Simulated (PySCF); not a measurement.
# Two-dimensional NMR puzzle

Compound of formula C5H8ClNO. Correlations simulated from computed shifts and the bond graph:

HSQC (one-bond C–H):
| δH | δC |
| --- | --- |
| 6.76 | 102.4 |
| 5.02 | 102.4 |
| 2.18 | 32.8 |
| 1.20 | 10.0 |

COSY cross peaks (H two or three bonds apart, from the bond graph; peaks can be absent where the dihedral angle is near 90°):
| δH | δH |
| --- | --- |
| 6.76 | 5.02 |
| 2.18 | 1.20 |

HMBC (two and three bonds, from the bond graph):
| δH | δC |
| --- | --- |
| 6.76 | 138.6 |
| 6.04 | 172.3, 138.6, 102.4, 32.8 |
| 5.02 | 138.6 |
| 2.18 | 172.3, 10.0 |
| 1.20 | 172.3, 32.8 |

Carbons without hydrogens: δ 172.3, 138.6.

Method: GIAO PBE0/pcSseg-1 shieldings, GFN2-xTB structure, in PySCF 2.14 (one conformer, no relativistic terms, in vacuum, fast rotation and ring inversion assumed for equivalent nuclei).

References, each an isolated molecule treated in the same way: TMS for 1H (σref 31.72), 13C (σref 186.93).

Exchangeable hydrogens are left out of these lists.

Which molecule is this?

Results:

SMILES C=C(Cl)NC(=O)CC.

Numbering as in the mapped SMILES `[CH2:1]=[C:2]([Cl:3])[NH:4][C:5](=[O:6])[CH2:7][CH3:8]`. Each H is labelled by its parent atom. Ha(C1) is cis to Cl3; Hb(C1) is trans to Cl3.

δC 172.3 is C5, an amide carbonyl carbon. δC 138.6 is C2, an alkene carbon bearing nitrogen. δC 102.4 is C1, a β carbon of an enol-ether or enamine type C=C (δH 6.76, 5.02). δC 32.8 is C7, an sp3 CH2 α to a carbonyl (δH 2.18). δC 10.0 is C8, a methyl carbon (δH 1.20). HMBC from δH 6.76 reaches the proton-free carbon C2. HMBC from δH 5.02 reaches the proton-free carbon C2. HMBC from δH 2.18 reaches the proton-free carbon C5. HMBC from δH 1.20 reaches the proton-free carbon C5. COSY links 6.76–5.02, 2.18–1.20.

The shifts were computed for this structure.

The OH or NH signal is concentration- and solvent-dependent in practice; the value given is the gas-phase one. Carbons that carry Cl, above all several Cl atoms, come out too deshielded, partly because spin–orbit coupling is missing. Shifts are as computed. Against solution values, carbons near 30 ppm lie about +3 ppm off and those near 130 ppm about +5 ppm; carbons on Cl a further +6 ppm. Of 1211 compounds with measured shifts, 218 miss one by over three times the rms of a fit or turn the order of signals round; such compounds aren't used in these exercises. The C=O carbon of an acid or of an amide with N–H lies up to 10 ppm further downfield in solution, through hydrogen bonding that the calculation lacks.
